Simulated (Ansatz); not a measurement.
An input meant for Eu(NH2)3 (EuN3H6) (charge 0, septet; atoms displaced at random, 0.08 Å in each coordinate).

```yaml
crystal:
  periodic: [false, false, false]
  atoms:
    - {symbol: Eu, position_ang: [-0.035412, -0.050247, -0.036322]}
    - {symbol: N, position_ang: [2.175433, 0.386465, -0.076262]}
    - {symbol: H, position_ang: [2.991355, -0.148834, -0.379904]}
    - {symbol: H, position_ang: [2.559867, 1.177982, 0.394655]}
    - {symbol: N, position_ang: [-1.569769, 1.637908, 0.072624]}
    - {symbol: H, position_ang: [-2.517100, 1.699458, 0.513772]}
    - {symbol: H, position_ang: [-1.481527, 2.588389, -0.468641]}
    - {symbol: N, position_ang: [-0.578072, -2.074891, -0.018426]}
    - {symbol: H, position_ang: [-0.264218, -2.939552, 0.407660]}
    - {symbol: H, position_ang: [-1.422347, -2.504881, -0.620988]}
basis:
  gaussian: {orbitals: def2-mTZVPP, final_grid: {core_spheres: 1, valence_spheres: 1, degree: 1}}
magnetization: {spin_polarized: true, initial_magnetization: 6}
hamiltonian: {xc: {name: PBE}}
scf: {lower_state_search: off}
```

```sh
$ ansatz run in.yaml --threads 4 --pin off --events-out ev --progress --plain --max-ram 8704MiB
```

Output, abridged:

```
Functional definition: PBE
basis functions trapped inside cores are left out: 1
1506 factors; their error is unknown
mean field evaluation 1: about -23856.6105 eV, gradient 1.0e2 eV
mean field evaluation 2: about -22712.1745 eV, gradient 7.4e2 eV
mean field evaluation 4: about -23889.7202 eV, gradient 4.3e1 eV
mean field evaluation 8: about -23893.0513 eV, gradient 3.2e1 eV
mean field evaluation 16: about -24167.8430 eV, gradient 2.9e2 eV
mean field evaluation 32: about -24551.3016 eV, gradient 3.4e0 eV
a density is far from that of the atoms, so the factors are made again for it
1845 factors; integrals over basis functions are off by at most 8.6e-4 eV
mean field evaluation 64: about -24239.1096 eV, gradient 1.2e2 eV
mean field -24554.48466863 eV, -902.3606679445 hartree, gradient 3.3e-6 eV, S^2 13.297158; 0 other end points of the search recorded, 0 dependent functions left out
reference -24554.48490920 eV, -902.3606767855 hartree; 34, 28 occupied and 136, 142 virtual orbitals, 1845 factors
Total energy: -24554.48490920 eV, -902.3606767855 hartree
Checks for a lower state left out: stability, starts, cluster_reference, orbital_swaps, neighbouring_geometries, increment
```

(1) What is wrong with this run?

## Answers

(1) The integration grid is far too coarse. The run converged. The result belongs to that input, not to the species as meant. The charge 0 septet is spin-contaminated (final ⟨S²⟩ up to 13.30, 12.00 for a pure state).
